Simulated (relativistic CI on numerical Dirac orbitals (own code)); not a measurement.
Radial Dirac CI calculation of Sc+.

Command:

```sh
python run_levels.py task.json out
```

Input:

```
atom Sc  Z=21  charge=1  electrons=20
nucleus A=45  rms_radius_fm=3.5459
hamiltonian dirac-coulomb  breit=on  qed=on  c_scale=1
orbitals kli  potential=per-configuration
slater_scale 1
correlation none
mixing on
grid step=0.008 r_max=74.5
scf mixing=0.4 start=green max_iterations=150 tolerance=2e-08 node_fill=0.05
configurations
  [Ar] 3d 4s
end
```

Output:

```
SCF 1: [Ar] 3d 4s
 iter      energy (Ha)   residual   last orbital (Ha)
    1      -761.695208   8.60e-01     -0.53501
    2      -762.935296   3.24e-01     -0.47411
    3      -763.148487   8.58e-02     -0.45083
    4      -763.149338   8.32e-02     -0.45350
    5      -763.164645   5.09e-02     -0.53482
    6      -763.165615   4.42e-02     -0.51907
    7      -763.165606   3.22e-02     -0.49846
    8      -763.165695   3.90e-03     -0.44969
    9      -763.165672   1.14e-03     -0.44354
   10      -763.165671   8.36e-04     -0.44409
   11      -763.165673   2.78e-05     -0.44550
   12      -763.165673   3.51e-06     -0.44546
   13      -763.165673   1.42e-07     -0.44546
   14      -763.165673   2.31e-08     -0.44546
   15      -763.165673   1.87e-08     -0.44546
orbital energies (Ha): 2p1/2 -14.8299  2p3/2 -14.6593  3s -2.3700  3p1/2 -1.5953  3p3/2 -1.5770  3d3/2 -0.4573  3d5/2 -0.4561  4s -0.4455
configuration averages (Ha): Dirac-Coulomb, Breit, QED
  3d 4s                         -763.165673    0.225759    0.149372
levels: no., configuration, term, J, E (cm-1), weight
   1 3d 4s                  3D   1                0.0  1.00
   2 3d 4s                  3D   2               56.7  1.00
   3 3d 4s                  3D   3              145.0  1.00
   4 3d 4s                  1D   2             5353.8  1.00
lowest total energy -762.796937 Ha
end: converged
```

Against the reference input this run has: grid step 0.008. The reference run ends at -762.796910 Ha with Breit and QED terms.

With so few configurations and no correlation, terms lie too far apart (by 10 to 50 % or more near neutrality), their order can be wrong, and levels of other configurations are missing.
